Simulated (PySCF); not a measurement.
Continuum solvent and chemical shifts

Structure with atom numbers: `[CH3:1][CH2:2]/[CH:3]=[P:4]\[C:5]([F:6])([F:7])[F:8]`. Each H is labelled by its parent atom.

GIAO PBE0/pcSseg-1 in PySCF 2.14.0 with density-fitted response routines on one PBE0-D3(BJ)/def2-SVP conformer, non-relativistic, equivalent nuclei averaged. Solvents enter as an IEF-PCM continuum (acetone with ε = 20.5, acetonitrile with ε = 35.7) around the gas-phase geometry. Shifts are referred to TMS, CFCl3 computed in the same medium.

Gas phase, δ in ppm: C3 213.8, C5 135.7, C2 34.9, C1 17.4, F6/F7/F8 -60.3, H(C3) 8.77, H(C2) 2.84, H(C1) 1.13. Dipole moment 2.67 D.

Q: How does each δ change in the continuum?

A: 
```tsv
atoms	environment	Δδ, acetone	Δδ, acetonitrile
C3	carbon double-bonded to a heavier main-group atom	+6.7	+6.9
C5	CF3 carbon	+1.5	+1.6
C2	sp3 CH2	+1.8	+1.9
C1	methyl carbon	+0.4	+0.4
F6/F7/F8	fluorine of a CF3 group	+0.3	+0.3
H(C3)	hydrogen on a carbon double-bonded to a heavier main-group atom	+0.47	+0.49
H(C2)	hydrogen on an sp3 CH2	+0.07	+0.07
H(C1)	hydrogen on a methyl carbon	+0.04	+0.04
```

Changes are relative to the gas phase. The dipole moment becomes 3.43 D in acetone, 3.45 D in acetonitrile.

Q: Which nuclei move most (in ppm), and what does the model miss?

A: C3 (carbon double-bonded to a heavier main-group atom, +6.9 ppm) in acetonitrile. A continuum only polarises the solute; specific hydrogen bonds, the anisotropy of aromatic solvents and changes of geometry or conformer are outside it.
